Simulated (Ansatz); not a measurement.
Reaction (ligand exchange at the Si–O bond): `B/C=C/O[SiH3]` + `[CH3][In]([OH])[F]` → `[CH3][In]([F])[O][SiH3]` + `B/C=C/O`

Gas-phase electronic energies from Ansatz, PBE0-D4/def2-TZVP geometries. CCSD(T)/CBS adds triple-zeta CCSD(T) − MP2 to the extrapolated MP2 energy (def2 sets, frozen cores). This one scheme is used for every species. Double bonds are as drawn, so ΔE can hold a change between cis and trans. Functionals use def2-TZVPP. B3LYP here is the variant with VWN-RPA as its local correlation; programs differ in this. Elements past krypton have def2 core potentials. For In outer-core shells are correlated without core-valence functions, which leaves a few kJ/mol of doubt a bond. Each species was taken in one conformer, which may not be the lowest.

`B/C=C/O[SiH3]`:

Z-matrix (Å, degrees):
```
Si
O 1 1.669
H 1 1.484 2 109.6
H 1 1.477 2 105.3 3 119.9
H 1 1.484 2 109.6 3 -120.2
C 2 1.335 1 125.0 3 60.5
C 6 1.345 2 123.7 1 -180.0
H 6 1.092 2 116.1 1 0.0
B 7 1.513 6 118.4 2 -180.0
H 7 1.087 6 117.2 2 0.0
H 9 1.197 7 122.0 6 180.0
H 9 1.201 7 119.0 6 -0.0
```

`[CH3][In]([OH])[F]`:

Z-matrix (Å, degrees):
```
C
In 1 2.126
H 1 1.090 2 109.6
H 1 1.088 2 108.5 3 120.0
H 1 1.090 2 109.7 3 -119.9
O 2 1.973 1 135.6 3 61.7
F 2 1.952 1 118.5 3 -118.3
H 6 0.960 2 113.5 1 0.0
```

`[CH3][In]([F])[O][SiH3]`:

Z-matrix (Å, degrees):
```
C
In 1 2.119
H 1 1.090 2 108.7
H 1 1.089 2 109.4 3 119.5
H 1 1.088 2 109.1 3 -119.4
F 2 1.946 1 123.8 3 91.7
O 2 1.970 1 130.3 3 -88.2
Si 7 1.625 2 137.9 1 -1.7
H 8 1.489 7 110.7 2 118.5
H 8 1.497 7 111.3 2 -1.2
H 8 1.488 7 110.7 2 -121.0
```

`B/C=C/O`:

Cartesian coordinates in Å:
```
B 1.209 0.529 -0.880
C 0.168 0.399 0.205
C -0.692 -0.639 0.166
O -1.667 -0.912 1.030
H 1.246 -0.295 -1.752
H 1.997 1.430 -0.895
H 0.072 1.107 1.029
H -0.653 -1.381 -0.626
H -1.680 -0.239 1.722
```

| level | ΔE (kJ/mol) | difference from CCSD(T)/CBS |
| --- | --- | --- |
| PBE-D4 | -31.2 | 3.8 |
| r2SCAN-D4 | -35.9 | -0.9 |
| B3LYP-D4 | -31.9 | 3.1 |
| ωB97X-V | -35.7 | -0.7 |
| B2PLYP | -33.5 | 1.5 |
| PBE | -31.5 | 3.5 |
| r2SCAN | -36.1 | -1.1 |
| B3LYP | -32.3 | 2.7 |
| HF/def2-TZVPP | -42.8 | -7.8 |
| MP2/def2-TZVPP | -34.5 | 0.5 |
| SCS-MP2/def2-TZVPP | -34.8 | 0.2 |
| CCSD/def2-TZVPP | -36.2 | -1.2 |
| CCSD(T)/def2-TZVPP | -35.3 | -0.3 |
| MP2/def2-QZVPP | -34.4 | 0.6 |
| HF/CBS(def2) | -43.0 | -8.0 |
| MP2/CBS(def2) | -34.2 | 0.8 |
| CCSD(T)/CBS | -35.0 | 0 |

Largest T1 diagnostic among the species: 0.016.

From PBE to PBE0 (25 % exact exchange), in def2-TZVPP and without D4, ΔE moves by −4.0 kJ/mol. In def2-TZVPP, CCSD(T) changes the Hartree–Fock value by +7.5 kJ/mol (the triples alone add +1.0 kJ/mol) and MP2 by +8.3 kJ/mol.
